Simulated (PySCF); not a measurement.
**Core-level binding energies of cyclo-(SiH2)6**

Cyclo-(SiH2)6.
Z-matrix (Å and degrees, PBE0-D3(BJ)/def2-SVP geometry), rows numbered from 1:
```
Si
H   1  1.4976
H   1  1.4980  2  108.57
Si  1  2.3483  2  110.81  3   119.55
H   4  1.4980  1  108.92  2    66.15
H   4  1.4974  1  110.99  2   -53.33
Si  4  2.3471  1  108.61  2  -175.57
H   7  1.4979  4  109.05  1    56.37
H   7  1.4974  4  110.87  1   175.91
Si  7  2.3478  4  108.54  1   -62.13
H  10  1.4974  7  111.01  4  -175.87
H  10  1.4981  7  108.88  4   -56.39
Si 10  2.3482  7  108.60  4    62.05
H  13  1.4982 10  108.84  7    56.19
H  13  1.4973 10  111.05  7   175.64
Si 13  2.3472 10  108.60  7   -62.12
H  16  1.4975  1  110.85  2    53.68
H  16  1.4979  1  108.94  2   -65.73
```

Level of theory: PySCF, delta-SCF UKS SCAN, pcX-2 on the ionised atom, pcseg-1 elsewhere, spin-free X2C. Vertical ΔSCF values, vacuum level as zero.

Problem. List the computed XPS lines with their assignment.

Solution. 
```json
{"atom(s)": "Si1 (×6)", "bonded to": "2 H and 2 Si", "level": "Si 1s", "binding energy (eV)": "1845.74", "2p1/2 (eV)": "–", "count": "6"}
{"atom(s)": "Si1 (×6)", "bonded to": "2 H and 2 Si", "level": "Si 2p3/2", "binding energy (eV)": "106.08", "2p1/2 (eV)": "106.71", "count": "6"}
```

Problem. What is the longest wavelength that can ionise Si 2p3/2 of Si1 (×6) vertically?

Solution. λ = hc/E = 12398.42 eV Å / 106.08 eV = 116.878 Å.

The first atom of each set that the bonding makes equivalent was ionised and stands for the set. The 2p values aren't plain energy differences: one relaxed spin-free 2p hole is combined with a matrix within the shell (ground-state 2p orbital-energy differences and spin–orbit coupling). 2p3/2, the mean of its two sublevels, lies a third of the splitting below the shell's mean and 2p1/2 two thirds above it; the statistical areas are 2:1. 2p1/2 minus 2p3/2 (ligand field included): Si 0.62 eV. One conformer (not necessarily the lowest) at the PBE0-D3(BJ)/def2-SVP geometry, without solvent, vibrations or thermal averaging.
